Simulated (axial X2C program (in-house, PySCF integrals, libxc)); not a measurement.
# MoN⁺: bond constants with and without spin–orbit coupling

Computed with an axial X2C code built on PySCF integrals. Spin-free means the one-electron spin-free X2C Hamiltonian; two-component (2c) means X2C with spin–orbit coupling and atomic mean-field two-electron Coulomb and Gaunt terms, so the difference of the two also holds small scalar two-electron terms. Basis: Mo dyall-cv3z [11s12p9d5f3g], N dyall-av3z [7s7p3d2f] (cores contracted in-house); Gaussian nuclei, density fitting, unrestricted open shells. Masses: Mo 97.905 u, N 14.003 u.

The run was started with this input:
```json
{"zs": [42, 7], "q": 1, "bas": ["dyall-cv3z", "dyall-av3z"], "levels": ["PBE0", "HF", "PBEsol"], "cc": true, "r0": 1.81, "thr": -1.0, "nmax": 90, "npts": 10, "nst": 2, "ntry": 6}
```
```bash
python so2c.py task.json out
```

Keys: zs atomic numbers; q charge; bas basis sets; levels methods; cc coupled cluster on or off; r0 starting distance in Å; thr threshold in hartree for freezing inner shells (an s shell follows its p shell); nmax most natural virtual spinors; npts points on the curve; nst determinants followed; ntry starts of the search. HF also brings MP2.

State, spin-free: M_S = 1, Λ = 0 (beyond evenly filled blocks: δ+α, δ-α); electrons by block: σα: 11, σβ: 11, π+α: 5, π+β: 5, π-α: 5, π-β: 5, δ+α: 2, δ+β: 1, δ-α: 2, δ-β: 1. Fragments: Mo+ + N.

State, 2c: Ω = 1 (⟨Sz⟩ = 1.00, ⟨Lz⟩ = 0.00 at PBE0); electrons by block: 1/2: 16, -1/2: 16, 3/2: 6, -3/2: 7, 5/2: 2, -5/2: 1. Fragments: Mo+ + N.

| Hamiltonian | level | Re (Å) | ωe (cm⁻¹) | ωexe (cm⁻¹) | De (eV) | D0 (eV) | μ (D) |
| --- | --- | --- | --- | --- | --- | --- | --- |
| 2c | PBE0 | 1.576 | 1194.6 | 7.24 | 4.73 | 4.66 | -4.14 |
| 2c | PBEsol | 1.593 | 1168.7 | 4.49 | 6.34 | 6.27 | -3.87 |

Spin-free values that have a 2c row agree with it to the digits that matter (0.001 Å, 0.01 eV) and are not repeated.

Dipoles are positive if N is the positive end and refer to the centre of mass.

One determinant describes the state; a PBE0 search over occupations chose it and may have missed a lower one. De is counted from the lowest determinant-based energies of the atoms at the same level, without counterpoise correction. Density functionals use the spin component along the axis (collinear). With several unpaired electrons one determinant need not be a pure state. Open-shell Ω = 0 determinants with evenly filled partner blocks cannot be reached by this program, so the Ω shown need not be the lowest component. The determinant is spin-polarised beyond a pure state at some levels (its spin-free form has ⟨S²⟩ too high), which makes Re and μ there less reliable.

No reliable constants came from CCSD (2c), CCSD (spin-free), CCSD(T) (2c), CCSD(T) (spin-free), HF (2c), HF (spin-free), MP2 (2c), MP2 (spin-free): no minimum in range, unconverged points, a curve that is not smooth, a change of character along it, or the two Hamiltonians disagreeing along it.

Rough cost a point (2c) on 1 thread(s) of a shared host, integrals apart: PBE0 1 s, PBEsol 0.6 s.

The whole task took 3.4 min on 1 thread of Intel(R) Xeon(R) 6975P-C (Granite Rapids) (shared host).
